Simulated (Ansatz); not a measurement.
`[SiH3]O[SiH](Br)O[SiH3]`, charge 0, multiplicity 1.

Q: Give a relaxed structure at PBE0-D4/def2-TZVP (Ansatz 0.2.0). (Estimate.)

A: Computed: 
```xyz
13

Si   -0.1650    2.2877   -0.9666
O     0.7863    0.9445   -0.9671
Si    1.3360   -0.2752   -0.0660
Br    1.6048    0.4478    2.0208
O     0.2983   -1.5105   -0.0519
Si   -1.0018   -2.1561    0.7247
H     0.4845    3.3638   -0.1798
H    -0.3275    2.7144   -2.3760
H    -1.4904    1.9684   -0.3785
H     2.6311   -0.7258   -0.5897
H    -0.5952   -2.6513    2.0620
H    -1.4977   -3.2788   -0.1051
H    -2.0635   -1.1289    0.8732
```
Point group Cs.
This is one stationary point; other conformers may exist.
